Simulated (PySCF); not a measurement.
NMR data simulated for an unnamed compound:

1H NMR (400 MHz, computed): δ 7.84 (m, 2H), 7.48 (m, 2H), 7.47 (m, 1H), 1.10 (m, 4H).

13C{1H} NMR (computed): δ 153.0 (C), 138.9 (CH), 133.4 (CH), 133.1 (CH), 11.5 (CH2).

Theoretical values (PySCF 2.14): GFN2-xTB geometry, σ from GIAO-PBE0/pcSseg-1. Relativity neglected, one conformer, one averaged value for each set of equivalent atoms, isolated molecule.

δ = σ(ref) − σ, references computed at the same level: 1H and 13C vs TMS.

Question: Which of these does the molecule contain: a C≡C triple bond, a three-membered ring, a benzene ring, an S-methyl group, an OH group?

Answer: 
- A C≡C triple bond: no.
- A three-membered ring: yes.
- A benzene ring: yes.
- An S-methyl group: no.
- An OH group: no.

The data belong to `InChI=1S/C8H9P/c1-2-4-8(5-3-1)9-6-7-9/h1-5H,6-7H2`; they needn't prove each group on their own.

Carbon signals by region: 4 in the sp2 and nitrile region (100–160 ppm), 1 below 50 ppm.

Splittings by 31P in the carbon and heteronuclear signals aren't shown, as no couplings were computed. Shifts are as computed. Against solution values, carbons near 30 ppm lie about +3 ppm off and those near 130 ppm about +5 ppm. Of 1211 compounds with measured shifts, 218 miss one by over three times the rms of a fit or turn the order of signals round; such compounds aren't used in these exercises. No couplings were computed; multiplicities are counted from neighbouring protons, with m where these are inequivalent, close in shift, in a saturated or five-membered ring or joined by F or P, and br s for small geminal =CH2 splittings.
